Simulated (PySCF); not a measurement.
## Distorted geometries of BiCl5

BiCl5 (singlet). PySCF 2.14.0, RKS PBE, Bi def2-SVP with ECP60, Cl def2-SVP; non-relativistic Hamiltonian with scalar-relativistic core potentials where named; density fitting; no spin-orbit coupling. Relaxed geometry:

```xyz
6

Bi    0.0000    0.0000   -0.0427
Cl    0.0000    0.0000    2.4108
Cl    2.4424    0.0000   -0.5665
Cl    0.0000    2.4424   -0.5665
Cl   -2.4424    0.0000   -0.5665
Cl    0.0000   -2.4424   -0.5665
```

Task: Order these distorted geometries by energy above the relaxed one, lowest first.
A.
```xyz
6

Bi   -0.0256    0.0135   -0.0435
Cl   -0.1199    0.1143    2.5669
Cl    2.4584    0.0050   -0.6234
Cl   -0.0501    2.3072   -0.6626
Cl   -2.2964   -0.0678   -0.5955
Cl    0.0336   -2.3721   -0.5397
```
B.
```xyz
6

Bi    0.2076    0.0523    0.0147
Cl    0.1068   -0.2978    2.4372
Cl    2.3175    0.1251   -0.5694
Cl    0.0732    2.5591   -0.6610
Cl   -2.5663   -0.0340   -0.8004
Cl   -0.1390   -2.4048   -0.3189
```
C.
```xyz
6

Bi    0.0386    0.0765   -0.1111
Cl    0.0020    0.0161    2.3775
Cl    2.4723    0.0671   -0.6417
Cl    0.0935    2.4693   -0.4945
Cl   -2.5472   -0.0352   -0.5653
Cl   -0.0591   -2.5938   -0.4626
```

Result: C (0.28 eV), A (0.42 eV), B (1.31 eV).

Task: Which forces (eV/Å) act in the one that lies 0.42 eV up?

Result: 
```
Bi   2.32 -0.72  2.07
Cl   0.10 -0.06 -1.31
Cl  -0.32  0.03  0.16
Cl   0.10  1.64 -0.36
Cl  -2.31 -0.06 -0.47
Cl   0.11 -0.84 -0.08
```
Forces carry noise of the integration grid, about 0.01 to 0.03 eV/Å.

A frequency check found unstable modes (1, the lowest at -33 cm⁻¹), so the relaxed geometry is a saddle point, or these are noise. The gap of the closed shell is small, and it wasn't tested for a lower spin-broken solution at this geometry.
